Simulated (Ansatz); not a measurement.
FHTe (SMILES F[TeH]) at its CCSD(T)/def2-TZVPP minimum, average atomic masses, point group Cs.
(charge 0, multiplicity 1):
| atom | x (Å) | y (Å) | z (Å) |
|---|---|---|---|
| Te | 0.1711 | -0.0564 | 0.1674 |
| H | 1.2911 | -0.3147 | -1.0353 |
| F | -1.2177 | 0.3952 | -1.0694 |

Cores are frozen in the correlated methods. Filled d and f shells under p-block atoms count as core.

The values were computed with Ansatz (a program for electronic structure). Each number belongs to the level named beside it. In def2 rows elements past Kr take small-core potentials, without spin–orbit coupling.

Harmonic frequencies (cm⁻¹): 617 715 2136.

Question: Work out the rotational constants, the zero-point energy, and the ideal-gas entropy and heat capacity at 298.15 K and 1 bar (rigid rotor, harmonic oscillator).

Answer: 
Principal moments 2.756, 60.685, 63.441 u Å² give 16.8576/I = 6.117, 0.2778, 0.2657 cm⁻¹. Zero point: Σω/2 = 1734 cm⁻¹ = 4.96 kcal/mol. Translation R(1.5 ln M + 2.5 ln T − 1.1517) with M = 147.606 u: 171.15 J/(mol K). Rotation with σ = 1: q = 7868.5, S = R(ln q + 3/2) = 87.06. Vibration, summed over R(u/(eᵘ − 1) − ln(1 − e⁻ᵘ)) with u = 1.43878ω/T: 2.98, of which the lowest mode gives 1.76. S° = 261.2 J/(mol K); C_p = 4R + 7.55 = 40.81 J/(mol K).
